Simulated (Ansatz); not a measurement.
Two isomers of C2H7InO: A = `C[O][InH][CH3]`, B = `C[CH2][InH][OH]`.

Computed with Ansatz on PBE0-D4/def2-TZVP structures; ΔE is electronic, products minus reactants. CCSD(T)/CBS is the MP2 limit (def2-TZVPP, def2-QZVPP) plus CCSD(T) − MP2 in def2-TZVPP, frozen cores. Functionals use def2-TZVPP. def2 core potentials past Kr. For In outer-core shells are correlated without core-valence functions, which leaves a few kJ/mol of doubt a bond. Each species was taken in one conformer, which may not be the lowest.

A:

Z-matrix (Å, degrees):
```
C
O 1 1.395
H 1 1.102 2 114.0
H 1 1.098 2 110.6 3 120.7
H 1 1.099 2 110.6 3 -120.7
In 2 1.997 1 123.9 3 -0.1
C 6 2.141 2 112.6 1 0.0
H 6 1.707 2 110.0 1 -180.0
H 7 1.091 6 109.5 2 -58.8
H 7 1.089 6 111.3 2 -179.6
H 7 1.091 6 109.5 2 59.7
```

B:

Z-matrix (Å, degrees):
```
C
C 1 1.523
H 1 1.093 2 112.0
H 1 1.093 2 112.0 3 120.1
H 1 1.095 2 111.5 3 -120.0
In 2 2.159 1 115.7 3 -60.0
H 2 1.094 1 111.0 3 178.7
H 2 1.094 1 111.0 3 61.2
O 6 2.001 2 114.8 1 -179.8
H 6 1.713 2 134.8 1 0.2
H 9 0.959 6 113.6 2 0.0
```

Which isomer does CCSD(T)/CBS put lower? Give the gap. (Best estimate.)

Computed: B, by 46.7 kJ/mol.

Give E(B) − E(A) in kJ/mol with LDA (SPW92), B2PLYP, HF/def2-TZVPP, CCSD(T)/def2-TZVPP, MP2/def2-TZVPP, r2SCAN-D4, ωB97M-V. (Estimate.)

Computed: LDA (SPW92) -41.1, B2PLYP -41.0, HF/def2-TZVPP -34.0, CCSD(T)/def2-TZVPP -42.7, MP2/def2-TZVPP -48.2, r2SCAN-D4 -40.1, ωB97M-V -41.7. None reverses the order clearly.

Does the order hold for the free energy at 298.15 K (harmonic terms from PBE0-D4)? (Estimate.)

Computed: Yes: G(B) − G(A) = -42.4 kJ/mol, for one conformer each. Modes under 60 cm⁻¹, often nearly free rotors, make the harmonic entropy too high.

Largest T1 diagnostic: 0.015.

Leaving LDA and LC-ωPBE aside and taking each functional with its dispersion term where it has one, the values, not all of them listed here, spread over 8.1 kJ/mol, from PBE-QIDH to BLYP-D4. In def2-TZVPP, CCSD(T) changes the Hartree–Fock value by −8.8 kJ/mol (the triples alone add −0.3 kJ/mol) and MP2 by −14.2 kJ/mol.
